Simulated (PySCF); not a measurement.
Compound: C₄H₈F₃PSi.
Z-matrix (Å and degrees, PBE0-D3(BJ)/def2-SVP geometry), rows numbered from 1:
```
C 
Si  1  1.8763
P   2  2.2766  1  108.59
C   3  1.8592  2  100.15  1  -154.48
C   3  1.8183  2   95.64  1   -53.40
F   5  1.3494  3  119.86  2   -47.87
C   5  1.3385  3  123.95  2   129.66
F   7  1.3059  5  124.00  3  -177.31
F   7  1.3052  5  124.32  3     2.82
H   1  1.1004  2  110.89  3   -52.76
H   1  1.1007  2  109.83  3    67.14
H   1  1.1007  2  110.88  3  -173.20
H   2  1.4967  1  111.55  3   117.12
H   2  1.4967  1  111.45  3  -122.29
H   4  1.1004  3  108.50  2   -69.57
H   4  1.0992  3  112.76  2    51.46
H   4  1.1001  3  108.97  2   173.08
```

Linear response at CAM-B3LYP/def2-SVPD (PySCF, frozen core in the response, non-relativistic).

Static isotropic polarisability: 106.61 au (15.80 Å³), principal values 88.2, 108.5, 123.1 au.

**Question.** What is the polarisability at 1064 nm and at the sodium D line?

**Answer.** 107.75 au at 1064 nm (+1.1 %), 110.48 au at 589.3 nm (+3.6 %). The rise at 589.3 nm is 3.40 times that at 1064 nm; a pure ω² law gives 3.26. The lowest singlet lies at 220 nm, shorter than both wavelengths.

**Question.** What is the isotropic C6 coefficient between two such molecules, C6 = (3/π)∫α(iω)² dω?

**Answer.** 4278 au (Eh·bohr⁶) by a ten-point quadrature over imaginary frequencies, which is 2560 eV·Å⁶ or 247 J·nm⁶/mol.

**Question.** Which effective excitation energy ω̄ makes London's formula C6 = (3/4)α²ω̄ exact here?

**Answer.** ω̄ = 4·C6/(3α²) = 0.502 Eh = 13.7 eV. A one-pole form α(ω) = α/(1 − ω²/ω̄²) fitted to the 1064 nm value gives 11.3 eV. London's choice of the ionisation energy (9.01 eV, ΔSCF at the same level) gives C6 = 2820 au, 34 % too low.

**Question.** What does −C6/R⁶ come to at R = 10 Å between centres?

**Answer.** -250 J/mol. This is the leading, orientation-averaged term; C8 and higher terms are left out.

**Question.** How anisotropic is the static polarisability, by Δα² = ½[(α1 − α2)² + (α2 − α3)² + (α3 − α1)²]?

**Answer.** Δα = 30.4 au, or 0.28 of the isotropic value.

**Question.** The lowest 10 singlets have (eV, f): 5.64, 0.026; 6.48, 0.018; 6.56, 0.018; 6.73, 0.316; 6.78, 0.156; 6.86, 0.065; 7.03, 0.009; 7.31, 0.021; 7.45, 0.032; 7.62, 0.119. What share of the static polarisability do they carry in the sum over states α = Σ f/ω²?

**Answer.** 12.30 au, 11.5 % of α; the largest term, 5.16 au, is that of the state at 6.73 eV. Their oscillator strengths add up to 0.78. Higher states carry the rest.

**Question.** What molar refraction at the D line follows from R = (4π/3)·N_A·α′, with α′ the polarisability volume?

**Answer.** α′ = 16.37 Å³ gives R = 41.30 cm³/mol, for isolated, non-vibrating species.

**Question.** How many electrons N does the Slater–Kirkwood formula C6 = (3/4)·√N·α^(3/2) need to give this C6?

**Answer.** N = (4·C6/3)²/α³ = 26.8; the species has 88 electrons in all.

Time: 3.4 min wall; peak memory 1.2 GiB. Hardware: one thread of an Intel Xeon 6975P-C, shared host with 192 logical CPUs at a one-minute load of 39. This is the whole response run at CAM-B3LYP/def2-SVPD, SCF included.

One conformer stands for the species.
